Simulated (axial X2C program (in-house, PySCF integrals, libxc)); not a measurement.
## Which molecule gave these maps?

PBE0 fields computed with an in-house all-electron X2C program for linear molecules (integrals from PySCF), with spin–orbit coupling, near the equilibrium distance, one atom at z = 0.

The maps cover the half plane through the axis: z from -2.4 to 4.2 Å along the bond, ρ from 0.15 to 2.25 Å away from it.

log10 of the density in e/bohr³:

```
 ρ\z  -2.4  -1.8  -1.2  -0.6   0.0   0.6   1.2   1.8   2.4   3.0   3.6   4.2
0.15  -2.9  -2.2  -1.4  -0.1   1.8  -0.1  -0.9   0.2  -0.1  -1.5  -2.8  -3.9
0.45  -3.0  -2.2  -1.5  -0.5   0.4  -0.5  -1.1  -0.3  -0.5  -1.7  -2.9  -3.9
0.75  -3.1  -2.4  -1.7  -1.0  -0.5  -1.1  -1.5  -0.9  -1.1  -2.1  -3.1  -4.1
1.05  -3.2  -2.6  -2.0  -1.5  -1.2  -1.6  -1.9  -1.6  -1.8  -2.5  -3.3  -4.2
1.35  -3.4  -2.8  -2.3  -1.9  -1.8  -2.0  -2.3  -2.2  -2.3  -2.9  -3.6  -4.5
1.65  -3.6  -3.1  -2.6  -2.3  -2.2  -2.4  -2.7  -2.7  -2.9  -3.3  -4.0  -4.8
1.95  -3.9  -3.3  -2.9  -2.7  -2.6  -2.8  -3.1  -3.2  -3.4  -3.7  -4.3  -5.1
2.25  -4.2  -3.7  -3.3  -3.0  -3.0  -3.2  -3.5  -3.6  -3.8  -4.2  -4.7  -5.4
```

Electron localisation function (collinear form, no current term, damped to 0 at low density):

```
 ρ\z  -2.4  -1.8  -1.2  -0.6   0.0   0.6   1.2   1.8   2.4   3.0   3.6   4.2
0.15  0.82  0.89  0.47  0.65  0.74  0.66  0.43  0.34  0.84  0.56  0.10  0.00
0.45  0.79  0.90  0.52  0.46  0.75  0.46  0.35  0.85  0.85  0.49  0.08  0.00
0.75  0.68  0.90  0.61  0.28  0.47  0.24  0.23  0.76  0.73  0.34  0.05  0.00
1.05  0.47  0.90  0.72  0.32  0.24  0.18  0.14  0.51  0.48  0.19  0.02  0.00
1.35  0.20  0.85  0.80  0.49  0.30  0.19  0.08  0.25  0.24  0.09  0.01  0.00
1.65  0.05  0.68  0.82  0.65  0.43  0.20  0.04  0.10  0.10  0.03  0.00  0.00
1.95  0.01  0.29  0.72  0.70  0.49  0.16  0.02  0.03  0.03  0.01  0.00  0.00
2.25  0.00  0.04  0.35  0.52  0.36  0.08  0.01  0.01  0.00  0.00  0.00  0.00
```

Which molecule is it?
A. SeI
B. InF
C. HAt
D. InB

B. InF, with In at z = 0 and F at z = 1.999 Å, state Ω = 0 (closed shell), basis In dyall-cv3z [11s12p9d4f1g], F dyall-av3z [7s6p3d2f] (cores contracted in-house). One determinant describes the state; a PBE0 search over occupations chose it and may have missed a lower one.
